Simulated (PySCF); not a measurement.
**Which is lower?**

The two ends of one reaction step of SiH2Cl2O, singlet (PBE0-D4/def2-TZVP).

A:

```xyz
6
angstrom
Si 0.0522 -0.3305 0.1736
Cl 1.3849 -0.8560 -1.2813
Cl -1.7865 -0.9977 -0.4111
H 0.4288 -0.9591 1.4445
O 0.0456 1.2730 0.4116
H -0.1801 1.8560 -0.3157
```

B:

```
6
angstrom
Si 0.4262 -1.1204 -0.5325
Cl 0.7263 0.5183 -1.8814
Cl -1.7155 -1.1567 -0.4500
H -0.5650 0.3262 1.2660
O 0.3706 0.2854 1.0160
H 0.5757 1.1268 0.5799
```

PySCF 2.14 with density fitting (its default auxiliary sets; JK sets also for MP2 and CCSD(T)); basis: def2-TZVPP; cores frozen in the correlated methods. B3LYP uses VWN-RPA correlation.

(1) Which structure is lower at CCSD(T), and by how much? (An estimate is asked for; the value comes from the calculation.)

T1 diagnostic: at most 0.011.

Answers

(1) By the calculation: A, by 2.130 eV (electronic energy, against the other). By their contacts, A is SiH₂Cl₂O ([OH][SiH]([Cl])[Cl]) and B is SiH₂Cl₂O ([OH2][Si]([Cl])[Cl]).

All methods give the same order:

```
   method  E(B) − E(A) (eV)
    SPW92             1.808
   PBE-D4             1.797
r2SCAN-D4             2.156
  PBE0-D4             2.010
 B3LYP-D4             1.975
 BHLYP-D4             2.201
  wB97M-V             1.952
       HF             2.474
      MP2             2.235
     CCSD             2.186
  CCSD(T)             2.130
```

Labels in which every atom is bracketed show which atoms are joined, not bond orders.

For scale, one of the runs: CCSD(T)/def2-TZVPP, 185 basis functions, launched by `OMP_NUM_THREADS=4 python run.py`. Hardware: 4 CPU threads of an AMD EPYC, shared host. Wall time 7.4 min; peak host memory 2 GiB.
